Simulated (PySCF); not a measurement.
P²⁺: ionisation energy

P²⁺ [Ne] 3s2 3p1 (2P) → P³⁺ [Ne] 3s2 (1S), as a difference of total energies. All numbers are calculated (PySCF 2.14, scalar relativity by spin-free X2C-1e, in x2c-TZVPall (5s5p2d1f, 37 functions)). Correlated levels: valence: [Ne] frozen. The calculations carry no spin-orbit coupling.

```
           method  ionisation energy (eV)  difference from reference (eV)
              UHF                  29.574                          -0.629
           r2SCAN                  30.355                          +0.152
             TPSS                  30.373                          +0.170
    MP2 (valence)                  29.845                          -0.358
SCS-MP2 (valence)                  29.833                          -0.370
   CCSD (valence)                  29.973                          -0.230
CCSD(T) (valence)                  30.000                          -0.203
```

Reference: 30.203 eV (measured; NIST Atomic Spectra Database, ionization energies).

The reference lies between the lowest fine-structure levels, while these numbers refer to the centres of the terms.

Errors of the correlated levels include the incompleteness of this basis and the frozen core.
